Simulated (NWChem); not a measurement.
## Cl₃Ga

```xyz
4

Ga     0.0000     0.0000     0.0000
Cl     0.0000     0.0000     2.1397
Cl     1.8530     0.0000    -1.0698
Cl    -1.8530     0.0000    -1.0698
```
Charge 0, spin multiplicity 1.

All runs are NWChem calculations. Structure: optimised with PBE/def2-SVP, a minimum by its harmonic frequencies.

Symmetry labels belong to the abelian group C2v used in the runs, with the axes of the coordinates shown; states degenerate in a higher group split over its labels.

The Hamiltonian is non-relativistic. The structure started from a generated list of species.

List the lowest 6 singlet excitations that CIS/def2-SVP gives, with oscillator strengths.


| state | symmetry | energy (eV) | wavelength (nm) | f |
|---|---|---|---|---|
| 1 | b1 | 7.78 | 159 | 0.000 |
| 2 | a2 | 7.98 | 155 | 0.000 |
| 3 | b2 | 7.98 | 155 | 0.000 |
| 4 | a1 | 8.20 | 151 | 0.099 |
| 5 | b1 | 8.20 | 151 | 0.099 |
| 6 | a2 | 8.45 | 147 | 0.000 |
